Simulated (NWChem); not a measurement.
# iodoethane (C2H5I); SMILES CCI

```xyz
8

C      0.4486     2.4322     0.0000
C     -0.6820     1.4248     0.0000
I      0.0347    -0.6462     0.0000
H      1.0908     2.3306     0.8966
H      0.0228     3.4591     0.0000
H      1.0908     2.3306    -0.8966
H     -1.3209     1.4930     0.8996
H     -1.3209     1.4930    -0.8996
```
Atoms are numbered in this order, from 1.

Computed with NWChem. Coordinates come from a PBE-D3(BJ)/def2-SVP (def2 core potentials past Kr) optimisation.

Problem. What does the run give for PBE/STO-3G (all-electron, non-relativistic)? Quantities: highest occupied level (eV); orbital gap (eV); dipole (D).

Solution. 
| Item | Result |
|---|---|
| highest occupied level (eV) | -3.50 |
| orbital gap (eV) | 5.36 |
| dipole (D) | 2.00 |
